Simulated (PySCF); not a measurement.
# How methods differ on the ionisation energy of Ta⁵⁷⁺

Ta⁵⁷⁺ [Ne] 3s2 3p4 [3p1/2^2 3p3/2^2, M_J = 2] → Ta⁵⁸⁺ [Ne] 3s2 3p3 [3p1/2^2 3p3/2^1, M_J = 3/2], as a difference of total energies. Calculation: PySCF 2.14, in an uncontracted even-tempered set (18 s from 17 bohr⁻², ratio 2.4; 14 p from 22 bohr⁻², ratio 2.4; 4 d from 78 bohr⁻², ratio 2.6; 4 f from 120 bohr⁻², ratio 2.6); the two-component X2C-1e Hamiltonian. Correlated levels: 1s2 frozen; the 48 highest virtual spinors dropped. "Screened" scales the spin-orbit matrix elements by Boettger's factors to mimic the two-electron term; Breit and QED terms are absent.

```csv
method,ionisation energy (eV)
GHF (spin-free),5869.4
GMP2 (spin-free),5870.7
GHF (screened spin-orbit),5789.0
GMP2 (screened spin-orbit),5789.5
```

Breit and QED terms and the two-electron picture change are absent.

The spin-free rows relax to the high-spin LS determinant and lack the spin-orbit shift.

The labels give the starting determinants; with spin-orbit coupling the two ends relaxed to ⟨J²⟩ = 6.00, ⟨L²⟩ = 3.29, ⟨S²⟩ = 1.41 and ⟨J²⟩ = 3.75, ⟨L²⟩ = 2.58, ⟨S²⟩ = 1.50.

For comparison: 5785 ± 6 eV (theoretical estimate listed by NIST; NIST Atomic Spectra Database, ionization energies).
